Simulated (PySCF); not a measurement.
Species: 2,2-dimethylbutanenitrile, C₆H₁₁N.
Numbering: `[CH3:1][CH2:2][C:3]([CH3:4])([CH3:5])[C:6]#[N:7]`

Theory: PySCF 2.14.0, delta-SCF UKS SCAN, pcX-2 on the ionised atom, pcseg-1 elsewhere, spin-free X2C. These are vertical core ionisation energies against the vacuum level, from separate self-consistent calculations with and without the core hole.

Some binding energies are withheld.

```json
{"atom(s)": "C1", "bonded to": "C and 3 H", "level": "C 1s", "binding energy (eV)": "290.81"}
{"atom(s)": "C2", "bonded to": "2 C and 2 H", "level": "C 1s", "binding energy (eV)": "?"}
{"atom(s)": "C3", "bonded to": "4 C", "level": "C 1s", "binding energy (eV)": "?"}
{"atom(s)": "C4/C5", "bonded to": "C and 3 H", "level": "C 1s", "binding energy (eV)": "?"}
{"atom(s)": "C6", "bonded to": "N (triple bond) and C", "level": "C 1s", "binding energy (eV)": "291.87"}
{"atom(s)": "N7", "bonded to": "C (triple bond)", "level": "N 1s", "binding energy (eV)": "404.71"}
```

(1) Fill in C 1s for C3.

(2) Fill in C 1s for C4/C5.

(3) What is the C 1s binding energy of C2?

Answers

(1) 292.03 eV (sp3 carbon next to a nitrile). The nearest listed C 1s value is that of C6; the shift against it is +0.16 eV.

(2) 291.04 eV (methyl carbon). The nearest listed C 1s value is that of C1; the shift against it is +0.23 eV.

(3) 291.01 eV (chain CH2 carbon). The nearest listed C 1s value is that of C1; the shift against it is +0.20 eV.

The listed C 1s values span 1.22 eV, from C1 (bonded to C and 3 H) to C3 (bonded to 4 C). The widest gap between neighbouring values is 0.83 eV, between 291.04 and 291.87 eV. The values 291.01 and 291.04 eV lie too close for their order to be trusted.

Problem. Express the binding energy of C 1s of C6 in atomic units and per mole.

Solution. 291.87 eV = 10.7260 Eh = 28161 kJ/mol.

Topologically equivalent atoms share the value of their first member; where this conformer doesn't relate them by symmetry, their own values could differ. Isolated species at its PBE0-D3(BJ)/def2-SVP geometry (one conformer only).

Time: 74 s wall; peak memory 0.77 GiB. Hardware: Arm Neoverse V1, one thread (shared host).

The values belong to the conformer `[CH3:1][CH2:2][C:3]([CH3:4])([CH3:5])[C:6]#[N:7]`: C1–C2–C3–C4 -177°.
